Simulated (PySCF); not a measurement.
4-fluoro-1,3-dioxole (C3H3FO2), SMILES O1C=C(OC1)F.

Geometry optimised at B3LYP-D3(BJ)/def2-SVP. The geometry has at least one imaginary mode, so it is a saddle point at that level. One conformer was computed; it need not be the lowest.

The numbers are results of SMD-B3LYP/6-31G* (PySCF), not measurements.

Solvation free energies are E(SMD) − E(gas) at the gas-phase geometry, for 1 M in both phases. In vacuum the dipole moment is 0.73 D.

Q: Estimate the solvation free energies in water, 1-octanol, acetonitrile. (Estimate from the structure and the level; the computed values follow.)

A: 
```tsv
solvent	ΔG(solv) (kcal/mol)	its non-electrostatic (CDS) part	dipole (D)
water	-0.8	4.4	0.94
1-octanol	-0.9	3.3	0.93
acetonitrile	-2.2	1.2	0.99
```
